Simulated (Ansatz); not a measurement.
`N=C=N` and `BN=C=N` differ in one atom or group.

Ansatz, PBE0-D4/def2-TZVP geometries, multiplicity 1. Each molecule was computed in one conformer, which needn't be the lowest.

| property | `N=C=N` |
| --- | --- |
| HOMO energy (B3LYP/def2-TZVPP) / eV | -8.04 |
| HOMO–LUMO gap (ωB97M-V/def2-TZVPP) / eV | 12.83 |
| LUMO energy (ωB97M-V/def2-TZVPP) / eV | 2.29 |
| ideal-gas entropy at 298 K and 1 bar (rigid rotor, harmonic PBE0-D4/def2-TZVP) / J/(mol·K) | 239 |
| LUMO energy (PBE/def2-TZVPP) / eV | -0.34 |
| zero-point energy (PBE0-D4/def2-TZVP) / kJ/mol | 86.5 |

**Question.** Give the same properties after the change, and the shifts. (Best estimate.)

**Answer.** Computed: 
```json
{"property": "HOMO energy (B3LYP/def2-TZVPP) / eV", "`BN=C=N`": "-7.77", "shift": "0.27"}
{"property": "HOMO–LUMO gap (ωB97M-V/def2-TZVPP) / eV", "`BN=C=N`": "10.65", "shift": "-2.18"}
{"property": "LUMO energy (ωB97M-V/def2-TZVPP) / eV", "`BN=C=N`": "0.49", "shift": "-1.80"}
{"property": "ideal-gas entropy at 298 K and 1 bar (rigid rotor, harmonic PBE0-D4/def2-TZVP) / J/(mol·K)", "`BN=C=N`": "285", "shift": "46"}
{"property": "LUMO energy (PBE/def2-TZVPP) / eV", "`BN=C=N`": "-2.41", "shift": "-2.07"}
{"property": "zero-point energy (PBE0-D4/def2-TZVP) / kJ/mol", "`BN=C=N`": "118.1", "shift": "31.6"}
```

With PBE0 the HOMO rises by 0.31 eV and the LUMO falls by 2.16 eV, so the gap narrows by about 2.47 eV. PBE moves the HOMO by 0.22 eV and ωB97M-V by 0.38 eV. The zero-point energy changes by 31.6 kJ/mol with +6 modes.

B3LYP here is the variant with VWN-RPA as its local correlation; programs differ in this.
